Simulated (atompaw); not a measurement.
## Before and after: PAW (atompaw) potential for thallium (Tl)

thallium (Tl), PAW, made with atompaw 4.2.0.5 (LDA (PW92), scalar-relativistic). Core [Xe] 4f14, reference 5d10 6s1.5 6p1.5. Waves: 6s (bound): rc 2.70 bohr; 6s channel at 1.2 Ry: rc 1.65 bohr; 6p (bound): rc 2.70 bohr; 6p channel at 0.6 Ry: rc 2.70 bohr; 5d (bound): rc 2.70 bohr; 5d channel at -0.55 Ry: rc 2.70 bohr; 5f channel at -0.05 Ry: rc 2.40 bohr; 5f channel at 2.7 Ry: rc 2.70 bohr. Local part: ultrasoft scheme with l = 4 at 0 Ry, radius 2.70 bohr. Core correction: smooth core density matched at 2.55 bohr. Augmentation charge: sinc compensation charge, radius 2.45 bohr; PAW radius 2.70 bohr; waves and projectors: custom rrkj gramschmidtortho.

Change: all radii scaled by about 1.18 (s 3.20, p 3.20, d 3.20, f 2.84 bohr); local potential ultrasoft scheme with l = 4 at 0 Ry, radius 3.20 bohr; augmentation sinc compensation charge, radius 2.90 bohr; PAW radius 3.20 bohr; waves and projectors: custom rrkj gramschmidtortho; core correction smooth core density matched at 3.02 bohr.

Cutoffs: the cutoffs (Ry, on a coarse ladder) from which the occupation-weighted sum of valence levels, in a spherical-Bessel basis at the reference potential, stays within 10 and 1 mRy of its value at 400 Ry; they do not see the model core or the augmentation charge, which bear on the density cutoff.

Task: What does the change do?

Result: The potential gets softer (15 Ry and 25 Ry → 10 Ry and 15 Ry); the bound ghost in s disappears. A larger radius leaves more room for a smooth pseudo-wave, so fewer plane waves are needed.

| quantity | base | changed |
| --- | --- | --- |
| cutoff, loose | 15 Ry | 10 Ry |
| cutoff, tight | 25 Ry | 15 Ry |
| loose cutoff by channel (10 mRy a level) | s 6 Ry, p 6 Ry, d 10 Ry | s 6 Ry, p 6 Ry, d 8 Ry |
| bound ghosts | s | none |
| lowest overlap eigenvalue by channel | s 0.08, p 0.54, d 0.07, f 0.93 | s 0.51, p 0.59, d 0.04, f 1.00 |

 A true bound ghost makes a file unfit for plane-wave use even where its test errors are small: the radial tests pick states by their node count and pass the ghost by. The cutoffs see the waves, projectors and local potential, not the compensation charge or the core.
